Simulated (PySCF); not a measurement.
Compound: C7H15 (charge +1).
Z-matrix (Å and degrees, GFN2-xTB geometry), rows numbered from 1:
```
C 
C   1  1.4533
C   2  1.4527  1  119.58
C   2  1.4420  1  119.96  3  -178.05
C   4  1.5902  2  110.65  1   104.44
C   5  1.5202  4  107.53  2   173.84
C   5  1.5185  4  110.75  2   -64.43
H   1  1.0959  2  108.88  3  -115.84
H   1  1.0940  2  110.58  3   130.97
H   1  1.0869  2  113.81  3     5.91
H   3  1.0936  2  110.80  1   -51.03
H   3  1.0866  2  113.75  1  -176.20
H   3  1.0960  2  108.80  1    62.37
H   4  1.0917  2  110.67  1  -140.43
H   4  1.0896  2  112.86  1   -15.83
H   5  1.0924  4  107.94  2    55.78
H   6  1.0867  5  111.15  4    62.78
H   6  1.0875  5  109.10  4  -178.22
H   6  1.0865  5  111.76  4   -58.97
H   7  1.0874  5  108.99  4  -172.23
H   7  1.0871  5  112.13  4    68.84
H   7  1.0879  5  111.35  4   -54.08
```

Structure optimised with GFN2-xTB, isolated species.

Masses are those of the commonest isotopes; rigid-rotor values at the optimised geometry. The values belong to one conformer with, in the numbering `[CH3:1][C+:2]([CH3:3])[CH2:4][CH:5]([CH3:6])[CH3:7]`, C1–C2–C4–C5 104°, C2–C4–C5–C6 174°.

Task: What are A, B and C (cm⁻¹)?

Result: Ia = 125.49, Ib = 321.19, Ic = 359.73 u·Å²; 505379 MHz·u·Å²/I gives 4027, 1573 and 1405 MHz, that is A = 0.13434, B = 0.05248, C = 0.04686 cm⁻¹.

Task: Classify the top.

Result: An asymmetric top; Ray's κ = -0.871.

Task: What does the inertial defect say?

Result: Not planar: Δ = Ic − Ia − Ib = -86.95 u·Å². For a rigid frame Δ = −2 Σ m c², so Σ m c² = 43.48 u·Å² lies off the ab plane: 17.31 from hydrogen and 26.17 from heavier atoms. The atom farthest from that plane is 1.68 Å away.

Task: Give the other two planar moments, Paa and Pbb, and the rms extents of the mass along the axes.

Result: Paa = Σ m a² = (Ib + Ic − Ia)/2 = 277.71 and Pbb = Σ m b² = (Ia + Ic − Ib)/2 = 82.01 u·Å². With the mass M = 99.12 u, the rms extents √(P/M) along a, b and c are 1.67, 0.91, 0.66 Å.

Task: Give the coordinates in the principal-axis frame, origin at the centre of mass.

Result: The sense of each axis is arbitrary; atoms in the order of the calculation.
```csv
atom,mass (u),a (Å),b (Å),c (Å)
C1,12.000,1.981,1.058,0.494
C2,12.000,1.257,-0.164,0.186
C3,12.000,1.826,-1.118,-0.750
C4,12.000,-0.037,-0.403,0.777
C5,12.000,-1.193,-0.165,-0.289
C6,12.000,-2.504,-0.583,0.356
C7,12.000,-1.232,1.289,-0.725
H8,1.008,2.258,1.048,1.555
H9,1.008,1.322,1.927,0.409
H10,1.008,2.877,1.200,-0.104
H11,1.008,2.121,-0.622,-1.679
H12,1.008,1.178,-1.964,-0.960
H13,1.008,2.773,-1.491,-0.342
H14,1.008,-0.143,-1.451,1.061
H15,1.008,-0.241,0.248,1.627
H16,1.008,-0.991,-0.804,-1.152
H17,1.008,-2.729,0.035,1.221
H18,1.008,-3.310,-0.460,-0.364
H19,1.008,-2.487,-1.624,0.665
H20,1.008,-2.112,1.449,-1.343
H21,1.008,-0.362,1.563,-1.316
H22,1.008,-1.312,1.957,0.130
```

Task: Estimate the classical rotational partition function at 25 K, 298.15 K and 500 K.

Result: Point group C1, symmetry number σ = 1; q = (√π/σ)·√((kT/h)³/(ABC)), k/h = 20836.6 MHz/K: 7060 at 25 K, 291000 at 298.15 K, 632000 at 500 K.

Whether it is a minimum is left open (no frequencies). These are rigid-rotor constants of the computed structure; measured ground-state constants (B0) also hold zero-point vibration.
